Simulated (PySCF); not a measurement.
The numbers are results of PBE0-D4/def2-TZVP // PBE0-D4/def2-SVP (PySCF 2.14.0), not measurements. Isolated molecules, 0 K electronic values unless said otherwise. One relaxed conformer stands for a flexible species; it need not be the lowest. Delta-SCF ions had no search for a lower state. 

Reference species (SMILES): `Bc1cc(S)cs1` (neutral, multiplicity 1).

The LUMO comes out as -2.25 eV and the vertical ionisation energy (Delta-SCF) comes out as 8.73 eV.

Changed species: `Bc1csc(S)c1`.

Give the shifts of the LUMO and vertical ionisation energy (Delta-SCF).

the LUMO rises by 0.21 eV, to -2.04 eV; the vertical ionisation energy (Delta-SCF) rises by 0.20 eV, to 8.93 eV.
